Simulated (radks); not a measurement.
Results of a calculation; reference values are marked as such.
Q: Valence configurations of the nickel ion Ni+ (all share [Ar]). Level of theory: non-relativistic Kohn-Sham, PBEsol, spin-unpolarised, spherical densities, point nucleus (a radial shooting solver on a logarithmic mesh with Libxc functionals). Order these by energy: 3d8.5 4s0.5; 3d6 4s2 4p1; 3d7 4s2; 3d6.5 4s0.5 4p2; 3d8 4p1; 3d8 4s1; 3d9; 3d7 4s1 4p1.

A: From the lowest, in eV above it: 3d9 0.000; 3d8.5 4s0.5 1.326; 3d8 4s1 3.498; 3d8 4p1 8.994; 3d7 4s2 10.885; 3d7 4s1 4p1 16.992; 3d6.5 4s0.5 4p2 29.302; 3d6 4s2 4p1 29.868. NIST lists [Ar] 3d9 as the ground configuration; this level of theory agrees among the configurations tried. The energies are those of spherical spin-averaged densities, not of single terms.
